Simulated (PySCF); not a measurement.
**Polarisability and C₆ of In²⁺ (indium, charge +2)**

[Kr] 4d10 5s1, 2S determinant. All numbers are calculated (PySCF 2.14, scalar relativity by spin-free X2C-1e, in aug-cc-pVQZ-DK3). Coupled (time-dependent) response in atomic units; α is the mean over directions.

```csv
method,mean α (bohr³),C₆ (like pair),S(−4)
UHF,17.47,78.70,235.6
PBE,13.26,60.21,112.3
PBE0,14.01,63.17,131.5
```

S(−4) is the Cauchy moment in α(ω) = α(0) + S(−4) ω² + …

α(iu) at PBE:

```json
{"u (hartree)": "0", "α(iu) (bohr³)": "13.26"}
{"u (hartree)": "0.0500", "α(iu) (bohr³)": "12.98"}
{"u (hartree)": "0.100", "α(iu) (bohr³)": "12.25"}
{"u (hartree)": "0.200", "α(iu) (bohr³)": "10.15"}
{"u (hartree)": "0.300", "α(iu) (bohr³)": "8.187"}
{"u (hartree)": "0.500", "α(iu) (bohr³)": "5.644"}
{"u (hartree)": "0.750", "α(iu) (bohr³)": "4.025"}
{"u (hartree)": "1.00", "α(iu) (bohr³)": "3.115"}
{"u (hartree)": "1.50", "α(iu) (bohr³)": "2.090"}
{"u (hartree)": "2.00", "α(iu) (bohr³)": "1.508"}
{"u (hartree)": "3.00", "α(iu) (bohr³)": "0.8796"}
{"u (hartree)": "5.00", "α(iu) (bohr³)": "0.3908"}
```

A single London oscillator, α(iu) = α/(1 + u²/ω²), gives C₆ = (3/4) ω α². Matching the computed C₆ needs ω = 4 × 60.21 / (3 × 13.26²) = 0.457 hartree.

For an ion, C₆ is the dispersion term alone; charge-induced terms of lower order in 1/R come first.
